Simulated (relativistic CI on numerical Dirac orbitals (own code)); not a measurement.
Cl5+: sensitivity of the levels to the model

Base calculation: Dirac-Coulomb-Breit CI, orbitals from a KLI potential per configuration, QED by a radiative potential, valence Slater integrals scaled by 0.85, P86 correlation energy added to each configuration.

Configurations in the expansion (outside the closed core [Ne]): 3s2, 3s.3p, 3p2, 3s.3d, 3d2, 3p.3d, 3p.4s, 3s.4s, 3s.4p, 3s.4d, 3d.4s, 3s.4f, 3s.5s, 3s.5p, 3s.5d, 4s2. Levels of other configurations are missing.

Variants: (1) no correlation estimate; (2) self-excluded LDA correlation estimate; (3) configuration mixing switched off. Shifts of the energy above 3s2 1S_0, in cm⁻¹, for the lowest level and the first level of each name with at least 55 % of one term (blank where a level changes its place among those of its configuration and J or its character, or is not in the variant):

```
      Level    Base   Δ(1)   Δ(2)    Δ(3)
   3s2 1S_0       0      0      0       0
3s.3p 3P°_0   96894   -488   -144   -7607
3s.3p 3P°_1   97439   -488   -144   -7603
3s.3p 3P°_2   98579   -488   -144   -7599
3s.3p 1P°_1  145151   -515   -141    +876
   3p2 1D_2  229990   -982   -211        
   3p2 3P_0  234487   -960   -228   -7241
   3p2 3P_1  235110   -960   -228   -7236
   3p2 3P_2  236307   -960   -227        
   3p2 1S_0  273213   -952   -213   -7604
 3s.3d 3D_1  280191  -1065   -155   -8869
 3s.3d 3D_2  280201  -1065   -155   -8869
 3s.3d 3D_3  280220  -1065   -155   -8869
 3s.3d 1D_2  320901  -1054   -158  -26812
3p.3d 3F°_2  384852  -1413   -217   -8354
3p.3d 3F°_3  385496  -1413   -217   -8345
3p.3d 3F°_4  386309  -1414   -217   -8342
3p.3d 1D°_2  390086  -1388   -218   -8869
 3s.4s 3S_1  407848  -3035  +4833   -8855
3p.3d 3P°_2  408518  -1386   -215  -10043
3p.3d 3P°_1  409069  -1386   -215  -10041
3p.3d 3P°_0  409477  -1386   -215  -10085
```

At this charge configurations can still be misplaced by up to about 7 % of their energy.

Ionisation energy from the two ground configurations alone: base 95.95 eV; no correlation estimate 94.94 eV; self-excluded LDA correlation estimate 96.69 eV. The NIST ASD value (semi-empirical) is 96.94 eV.
